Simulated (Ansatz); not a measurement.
CH8BNOSi can be A, `N[SiH2]CBO`, or B, `B[Si](C)(N)O`.

Program: Ansatz. Geometries: PBE0-D4/def2-TZVP. ΔE: electronic, gas phase. CCSD(T)/CBS adds triple-zeta CCSD(T) − MP2 to the extrapolated MP2 energy (def2 sets, frozen cores). DFT in def2-TZVPP. B3LYP here is the variant with VWN-RPA as its local correlation; programs differ in this. Each species was taken in one conformer, which may not be the lowest.

Which isomer does CCSD(T)/CBS put lower? Give the gap. (An estimate is asked.)

Computed: A, by 18.5 kcal/mol.

Give E(B) − E(A) in kcal/mol with B3LYP, PBE0-D4, CCSD(T)/def2-SVP, B2PLYP, B3LYP-D4, CCSD/def2-TZVPP, r2SCAN-D4. (Best estimate.)

The calculation gave: B3LYP 19.7, PBE0-D4 19.9, CCSD(T)/def2-SVP 28.4, B2PLYP 19.7, B3LYP-D4 19.1, CCSD/def2-TZVPP 18.8, r2SCAN-D4 19.7. None reverses the order clearly.

Does the order hold for the free energy at 298.15 K (harmonic terms from PBE0-D4)? (An estimate is asked.)

Computed: Yes: G(B) − G(A) = +18.1 kcal/mol, for one conformer each. Modes under 60 cm⁻¹, often nearly free rotors, make the harmonic entropy too high.

Largest T1 diagnostic: 0.012.

In def2-TZVPP, CCSD(T) changes the Hartree–Fock value by +1.5 kcal/mol (the triples alone add +0.5 kcal/mol) and MP2 by +2.4 kcal/mol. At CCSD(T), def2-SVP lies +10.0 kcal/mol from the extrapolated value and def2-TZVPP +0.8 kcal/mol.
